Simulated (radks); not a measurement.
The numbers below are computed, except where a source is named.
Numerical settings for the strontium ion Sr5+, [Ar] 3d10 4s2 4p3. Code: a radial shooting solver on a logarithmic mesh with Libxc functionals. Model: scalar-relativistic Kohn-Sham, PBE, spin-unpolarised, spherical densities, point nucleus. The defaults (mesh step 0.008 in ln r, mesh end at 40 bohr or more with all orbitals vanishing there, Anderson mixing 0.5 over 9 steps, residual threshold near 1e-9 with the energy settled to 1e-9 hartree or 1e-11 of itself, here a cap of 75 iterations) give E = -3172.5252 hartree and 4p at -79.766 eV in 15 iterations. Run on one thread of a shared host, so times are rough (Arm Neoverse N1): 0.13 s of CPU time, 0.13 s wall, 15 iterations on 2476 mesh points. Changes against that run (0 stands for a change within the tolerance of the run):

setting                     iterations  converged  E (mhartree)  e(4p) (meV)  CPU (s)
mesh step in ln r 0.005             15        yes             0            0      0.2
mesh step in ln r 0.05              15        yes      -0.00362     -0.00629     0.04
mesh step in ln r 0.08               4         no      diverged            -     0.02
mesh end (bohr) 2                   15        yes     +2.58e+03    +2.38e+04     0.12
mesh end (bohr) 12                  15        yes             0            0     0.13
residual threshold 0.001            10        yes             0       +0.182      0.1
residual threshold 1e-16            75         no             0            0     0.34
mixing 1                            11        yes             0            0      0.1
linear mixing, mixing 0.05          75         no        +0.146         -469     0.58
linear mixing, mixing 0.5           30        yes             0            0     0.21
mixing history 2                    21        yes             0            0     0.16
iteration cap 8                      8         no     +0.000101       +0.318     0.07

Settings that end as converged yet miss the energy by more than 1 mhartree: mesh end (bohr) 2 (+2.58 hartree). A mesh that ends early acts as a hard wall.
